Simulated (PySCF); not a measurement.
BrCs, singlet, at a GFN2-xTB geometry (such geometries of metal compounds can be far from the true shape) (core potentials on Cs), with bond 2-1 at 1.8 times its length. Base run: PySCF with CASSCF(2,2)/def2-SVP.

Here is a job for PySCF.
```python
from pyscf import gto, scf, mcscf
import numpy

mol = gto.Mole()
mol.atom = '''
    Cs   -0.000000   -0.000000   -1.192498
    Br    0.000000    0.000000    4.327063
'''
mol.basis = 'def2-svp'
mol.ecp = {'Cs': 'def2-svp'}
mol.charge = 0
mol.spin = 0
mol.verbose = 4
mol.build()

mf = scf.RHF(mol)
mf.kernel()
mc = mcscf.CASSCF(mf, 2, 2)
mc.fix_spin_(ss=0.0)
mc.kernel()
occ = numpy.linalg.eigvalsh(mc.fcisolver.make_rdm1(mc.ci, mc.ncas, mc.nelecas))[::-1]
ss = mc.fcisolver.spin_square(mc.ci, mc.ncas, mc.nelecas)[0]
print('natural occupations', occ.round(4), ' <S^2>', round(ss, 4))
```

Variants of this job, named by their change:

```json
[
 {"change": "base", "ΔE vs base (kcal/mol)": "0.000", "natural occupations": "1.99 0.01", "<S^2> of the state": "0.00", "core-seconds (rough)": "10"},
 {"change": "active space = 2 electrons, 3 orbitals", "ΔE vs base (kcal/mol)": "-1.88", "natural occupations": "1.99 0.01 0.00", "<S^2> of the state": "0.00", "core-seconds (rough)": "9"},
 {"change": "active space = 10 electrons, 8 orbitals", "ΔE vs base (kcal/mol)": "-21.59", "natural occupations": "2.00 2.00 1.99 1.99 1.98 0.01 0.01 0.01", "<S^2> of the state": "0.00", "core-seconds (rough)": "20"},
 {"change": "state_average = 2 states", "ΔE vs base (kcal/mol)": "8.60", "natural occupations": "-", "<S^2> of the state": "-", "core-seconds (rough)": "3"},
 {"change": "orbitals = fixed (CASCI); correction = SC-NEVPT2", "ΔE vs base (kcal/mol)": "-181.1", "natural occupations": "2.00 0.00", "<S^2> of the state": "0.00", "core-seconds (rough)": "1"},
 {"change": "conv_tol = 1e-5", "ΔE vs base (kcal/mol)": "3.72", "natural occupations": "2.00 0.00", "<S^2> of the state": "0.00", "core-seconds (rough)": "1"},
 {"change": "solver = newton", "ΔE vs base (kcal/mol)": "0.000", "natural occupations": "1.99 0.01", "<S^2> of the state": "0.00", "core-seconds (rough)": "8"},
 {"change": "correction = SC-NEVPT2", "ΔE vs base (kcal/mol)": "-182.3", "natural occupations": "1.99 0.01", "<S^2> of the state": "0.00", "core-seconds (rough)": "10"},
 {"change": "orbitals = fixed (CASCI)", "ΔE vs base (kcal/mol)": "3.72", "natural occupations": "2.00 0.00", "<S^2> of the state": "0.00", "core-seconds (rough)": "1"},
 {"change": "start = MP2 natural orbitals", "ΔE vs base (kcal/mol)": "0.000", "natural occupations": "1.99 0.01", "<S^2> of the state": "0.00", "core-seconds (rough)": "10"},
 {"change": "active space = 6 electrons, 5 orbitals", "ΔE vs base (kcal/mol)": "-10.44", "natural occupations": "2.00 1.99 1.99 0.01 0.01", "<S^2> of the state": "0.00", "core-seconds (rough)": "10"}
]
```

Active orbitals are taken around the Fermi level unless the row says otherwise; CASSCF can end in different local minima, and two programs can end on different orbitals. State-averaged rows give the lowest state.
